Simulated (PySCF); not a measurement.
Species: C6H10F2OSi.
SMILES with atom numbers: `[O:1]=[CH:2][C@@H:3]1[CH2:4][SiH2:5][C@@H:6]([CH:7]([F:8])[F:9])[CH2:10]1`

Cartesian coordinates in Å at the GFN2-xTB level; atoms count from 1:
```xyz
20
C6H10F2OSi angstrom
O      1.6465   -0.2436    1.8093
C      1.9060   -0.8177    0.7871
C      1.4279   -0.3447   -0.5504
C      1.2890    1.1761   -0.5139
Si    -0.2044    1.4660    0.6371
C     -0.8934   -0.3059    0.3498
C     -2.3349   -0.3083   -0.0837
F     -3.1259    0.2892    0.8441
F     -2.8211   -1.5755   -0.2156
C      0.0097   -0.9275   -0.7177
H      2.4788   -1.7629    0.7927
H      2.0851   -0.7024   -1.3470
H      2.2115    1.6365   -0.1692
H      1.0964    1.5481   -1.5193
H     -1.1127    2.4357    0.0047
H      0.0203    1.8036    2.0303
H     -0.8414   -0.8900    1.2706
H     -2.5105    0.2027   -1.0430
H      0.0212   -2.0178   -0.6582
H     -0.3531   -0.6509   -1.7107
```

NICS = −σ at a ghost point: NICS(0) at the centroid of the ring atoms, NICS(1) 1 Å to either side along the normal of their mean plane, zz for the tensor component along that normal. Level: GIAO PBE0/pcSseg-1 (PySCF, non-relativistic, gas phase) on the GFN2-xTB geometry, one conformer.

Ring bond lengths (Å), with Mayer bond orders in brackets: C3–C4 1.528 (0.99), C4–Si5 1.908 (0.90), Si5–C6 1.923 (0.82), C6–C10 1.530 (0.96), C10–C3 1.542 (0.99).

What do the NICS probes read (ppm)?

| ring | type | NICS(0) | NICS(1), two faces | NICS(1)zz, two faces | rms pucker (Å) | centre to ring atoms, mean (Å) |
| --- | --- | --- | --- | --- | --- | --- |
| C3–C4–Si5–C6–C10 | 5-membered ring with Si; formal bonds all single | -5.5 | -4.0 / -3.8 | -2.1 / -8.3 | 0.20 | 1.40 |

What can be read from them?

- C3–C4–Si5–C6–C10: mean NICS(1)zz -5.2 ppm, shielded. C3, C4, Si5, C6, C10 have four or more neighbours, and the NICS criterion for π rings isn't applied. The two faces differ by 6.2 ppm, so no symmetry operation interchanges them.

List the ring angles and the Hirshfeld charges of the ring atoms.

- C3–C4–Si5–C6–C10: C3 107.2° (-0.035 e), C4 103.7° (-0.164 e), Si5 92.9° (+0.325 e), C6 105.5° (-0.138 e), C10 108.3° (-0.064 e); sum 517.5° against 540° for a flat convex ring.
